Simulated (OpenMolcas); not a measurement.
## Ge: from CASSCF to CASPT2

* Program: OpenMolcas
* Basis: ANO-R2 [6s5p4d3f1g]
* Scalar Hamiltonian: X2C, finite nucleus
* Active space: 2 electrons in 3 orbitals (4p)
* State averaging: 2S+1 = 3 even, 3 roots; 2S+1 = 1 even, 6 roots
* Spin-orbit coupling: state interaction with AMFI integrals over the reference wave functions, term energies averaged over their components

Methods on the same reference wave functions:
A. CASSCF
B. SS-CASPT2, IPEA 0.25 Eh, imaginary shift 0.1 Eh (closed shells correlated: 3d 4s)

Energies in cm-1 above 4s2 4p2 3P0, the measured ground level; measured values from NIST Handbook of Basic Atomic Spectroscopic Data.

```csv
Level,A,B,Measured
4s2 4p2 3P0,0.0,0.0,0.0
4s2 4p2 3P1,471,487,557
4s2 4p2 3P2,1251,1256,1410
4s2 4p2 1D2,9423,7620,7125
4s2 4p2 1S0,21977,17380,16367
```

Deviations, from unrounded energies. A percentage is the sum of absolute deviations over the sum of measured energies, with the sign that they share, or ± where signs differ.

```csv
Against measurement,Levels,A,B
mean absolute deviation (cm-1),4,2000,430
fine structure of the ground term (%),2,-12.4,-11.4
other terms of the ground configuration (%),2,+33.7,+6.4
```

B lies closest to measurement on these levels. The largest miss of B in the table is 4s2 4p2 1S0, by +1000 cm-1. The ranking rests on the paired levels alone, and a cruder setting can come out closer through cancelling errors.

From A to B the spin-free energies of the other terms of 4s2 4p2 shown, above 3P, scale by factors of 0.78 to 0.79.

The lowest spin-free term lies below A's lowest term by 0.530 hartree in B.

CASPT2 breaks the degeneracy within a term, and the mean is taken; among the terms shown or strongly mixed into the levels shown the widest spread is 87 cm-1 (4s2 4p2 1D, B). With the s shell closed, the reference lacks s² → p² mixing. Without dynamic correlation excited terms often stand tens of per cent too high (terms of higher spin than the ground term too low), and those without a measured partner can miss by more than the paired ones (holds for A). Computed and measured levels are paired by configuration, term and J; levels that our copy of the source lacks, or whose pairing is in doubt (as where it misses far off the trend of its configuration), stay unpaired and out of the deviations. Levels of configurations outside the active space are missing.
